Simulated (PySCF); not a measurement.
## A run with a changed setting

The sound run of WO2F2 (singlet) uses PySCF 2.14.0, RKS r2SCAN, W def2-SVP with ECP60, O def2-SVP, F def2-SVP; non-relativistic Hamiltonian with scalar-relativistic core potentials where named; density fitting; no spin-orbit coupling, grid (50, 194), threshold 1e-8 and 55 cycles at the relaxed geometry. This run differs:

```python
mol = gto.M(atom='''
W     -0.00000     0.00000    -0.02494
O      0.96115     0.96115     1.00331
O     -0.96115    -0.96115     1.00331
F      1.11177    -1.11177    -1.02153
F     -1.11177     1.11177    -1.02153''',
    basis={'W': 'def2-SVP', 'O': 'def2-SVP', 'F': 'def2-SVP'},
    ecp={'W': 'def2-SVP'},
    charge=0, spin=0)
mf = dft.RKS(mol, xc='R2SCAN')
mf.grids.atom_grid = (50, 194)
mf = mf.density_fit()  # fitting sets: W def2-universal-JKFIT, O def2-universal-JKFIT, F def2-universal-JKFIT
mf.conv_tol = 1e-08; mf.max_cycle = 67
mf.kernel(mf.get_init_guess(key='1e'))
mf.nuc_grad_method().kernel()
```

Task: What was changed, and how did it end?

Result: The start was changed to the bare core Hamiltonian. It converged in 13 cycles, 0.000 eV from the sound run, largest force component 0.01 eV/Å. The cycle limit differs too. No harm here: the result survives it.
```
init E= -388.178800577416
cycle= 1 E= -323.09961873572  delta_E= 65.1  |g|= 13.2  |ddm|= 33.7
cycle= 2 E= -355.385694070437  delta_E= -32.3  |g|= 9.76  |ddm|=   37
cycle= 3 E= -390.061868727907  delta_E= -34.7  |g|= 10.3  |ddm|=   20
cycle= 4 E= -414.422226219232  delta_E= -24.4  |g|= 3.41  |ddm|= 7.03
cycle= 5 E= -411.643938323999  delta_E= 2.78  |g|= 5.28  |ddm|= 6.18
...
cycle= 11 E= -417.057264657648  delta_E= -3.1e-06  |g|= 0.000595  |ddm|= 0.00313
cycle= 12 E= -417.057264725059  delta_E= -6.74e-08  |g|= 0.000118  |ddm|= 0.000484
cycle= 13 E= -417.057264728021  delta_E= -2.96e-09  |g|= 5.99e-06  |ddm|= 9.12e-05
Extra cycle  E= -417.057264727936  delta_E= 8.49e-11  |g|= 2.13e-05  |ddm|= 1.79e-05
converged SCF energy = -417.057264727936
```

Run from Python with OMP_NUM_THREADS=2; the lines above give its settings.
It took 3.9 s on 2 threads of Arm Neoverse V2, with other jobs on the host.

No frequency check is given that shows the relaxed geometry to be a minimum.
